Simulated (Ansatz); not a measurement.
The inner images of a band of AlCl2H + H3P (8 atoms, charge 0, multiplicity 1) are given out of order.

Level of theory: Ansatz 0.2.0, RKS PBE-D4/def2-SVP.

First end point:

```xyz
8
Properties=species:S:1:pos:R:3
Al 0.052 0.038 0.101
H -0.088 0.696 1.533
Cl 1.936 -0.026 -0.871
Cl -1.665 -0.270 -1.106
P 0.190 -3.017 1.173
H -0.806 -2.699 0.183
H 1.280 -2.555 0.354
H 0.048 -1.745 1.850
```

Last end point:

```xyz
8
Properties=species:S:1:pos:R:3
Al 0.056 -0.825 -0.101
H 0.303 0.441 1.849
Cl 1.798 0.293 -0.569
Cl -1.813 -0.071 -0.752
P 0.174 -2.942 0.854
H -0.582 -3.493 -0.244
H 1.443 -3.203 0.221
H -0.431 0.222 1.959
```

Q: Put them in order from the first end to the last, with their energies above the first end.
A.
```xyz
8
Properties=species:S:1:pos:R:3
Al 0.057 -0.129 0.101
H -0.055 0.395 1.599
Cl 1.938 0.032 -0.860
Cl -1.722 -0.199 -1.048
P 0.151 -2.826 1.247
H -0.767 -2.789 0.136
H 1.319 -2.669 0.418
H 0.028 -1.393 1.623
```
B.
```xyz
8
Properties=species:S:1:pos:R:3
Al 0.098 -0.728 -0.115
H -0.078 0.400 1.800
Cl 1.880 0.241 -0.722
Cl -1.730 -0.023 -0.917
P 0.159 -2.771 0.986
H -0.706 -3.271 -0.050
H 1.379 -3.060 0.278
H -0.055 -0.365 1.955
```
C.
```xyz
8
Properties=species:S:1:pos:R:3
Al 0.095 -0.634 -0.049
H -0.063 0.219 1.737
Cl 1.917 0.155 -0.778
Cl -1.731 -0.093 -0.971
P 0.148 -2.697 1.098
H -0.751 -3.049 0.036
H 1.362 -2.872 0.349
H -0.028 -0.606 1.794
```
D.
```xyz
8
Properties=species:S:1:pos:R:3
Al 0.075 -0.788 -0.131
H 0.114 0.544 1.794
Cl 1.823 0.315 -0.607
Cl -1.760 -0.044 -0.879
P 0.163 -2.874 0.894
H -0.659 -3.438 -0.147
H 1.398 -3.188 0.220
H -0.207 -0.105 2.070
```
E.
```xyz
8
Properties=species:S:1:pos:R:3
Al 0.078 -0.421 0.031
H -0.051 0.169 1.640
Cl 1.944 0.096 -0.814
Cl -1.741 -0.144 -1.005
P 0.145 -2.691 1.195
H -0.769 -2.889 0.100
H 1.341 -2.744 0.397
H 0.000 -0.954 1.672
```

A: A (+0.18 eV), E (+0.90 eV), C (+0.31 eV), B (-0.11 eV), D (-0.20 eV).

Run time: 100 s on 2 threads of Intel(R) Xeon(R) Platinum 8259CL CPU @ 2.50GHz (Skylake/Cascade Lake), with other jobs on the host, peak memory 0.16 GiB.
